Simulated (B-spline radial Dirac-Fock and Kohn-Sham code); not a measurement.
## Rh: eigenvalues, ΔSCF and the reference

System: the Rh atom in the configuration [Kr] 4d8 5s1.

The density-functional columns are spherical, spin-unpolarised Dirac-Kohn-Sham results without Breit or QED terms: −ε is minus the orbital energy of the initial state and ΔSCF the difference of two total energies, and "half-occupied" is minus the orbital energy with half an electron removed (Slater transition state). The reference in the last column comes from Dirac-Fock energy differences between relaxed states, corrected for Breit and QED terms. All numbers are from a radial B-spline solver, in eV; a selection of levels is shown. For the 1s level of heavy atoms much of the gap between ΔSCF and the reference is the Breit and QED part, -68.1 eV here; for other levels the error of the functional can be larger.

```tsv
level	LDA −ε	LDA half-occupied	PBE ΔSCF	PBE0 −ε	Dirac-Fock
1s	22995.6	23289.6	23319.7	23109.2	23228.0
2s	3333.9	3382.6	3386.0	3370.6	3426.9
2p1/2	3088.9	3149.9	3151.1	3118.1	3156.2
2p3/2	2944.5	3002.4	3003.4	2973.3	3013.7
3s	595.3	610.8	611.9	611.7	639.2
3p1/2	499.2	515.1	515.5	512.6	532.9
3p3/2	474.4	489.8	490.1	487.4	507.7
4p1/2	53.23	59.44	59.38	57.05	62.22
4p3/2	49.27	55.39	55.39	53.09	58.38
4d	6.15	11.25	11.13	7.03	9.10
5s	4.58	7.75	7.46	4.14	6.07
```

Task: Order the estimates of the K (1s) level by their distance from the Dirac-Fock value, nearest first.
A. LDA half-occupied
B. PBE0 −ε
C. LDA −ε
D. PBE ΔSCF

Result: A (61.6 eV), D (91.7 eV), B (118.8 eV), C (232.4 eV).

For the outermost level NIST gives 7.4589 eV (measured); the differences from it are LDA −ε -2.87, LDA half-occupied +0.29, PBE ΔSCF 0.00, PBE0 −ε -3.32, Dirac-Fock -1.38 eV.

Values without a named source are computed, but for edge energies of neutral atoms, which are taken from tables.
